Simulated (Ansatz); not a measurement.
Reaction (formal loss of a carbene): `N[SiH2]C[Si](N)(F)F` → `[CH2]` (triplet) + `N[SiH2][Si](N)(F)F`

Gas-phase electronic energies from Ansatz, PBE0-D4/def2-TZVP geometries. CCSD(T)/CBS is the MP2 limit (def2-TZVPP, def2-QZVPP) plus CCSD(T) − MP2 in def2-TZVPP, frozen cores. This one scheme is used for every species. DFT in def2-TZVPP. Triplets are unrestricted, without spin–orbit coupling. One conformer a species, not always the lowest.

CCSD(T)/CBS gives +523.7 kJ/mol.

(1) Another level gave +509.1 kJ/mol. Which?
A. HF/def2-TZVPP
B. PBE-D4/def2-TZVPP
C. B2PLYP/def2-TZVPP
D. MP2/def2-TZVPP

Largest T1 diagnostic among the species: 0.012.

Answers

(1) C. B2PLYP 509.1, HF/def2-TZVPP 370.4, PBE-D4 516.3, MP2/def2-TZVPP 534.1 kJ/mol.

The D4 term adds +17.7 kJ/mol with B3LYP and +9.6 kJ/mol with PBE0; it sums over pairs of atoms, weighted by their polarisabilities, and B3LYP, whose exchange is more repulsive, gets the larger term. In def2-TZVPP, CCSD(T) changes the Hartree–Fock value by +143.8 kJ/mol (the triples alone add +12.0 kJ/mol) and MP2 by +163.7 kJ/mol.

B3LYP here is the variant with VWN-RPA as its local correlation; programs differ in this.
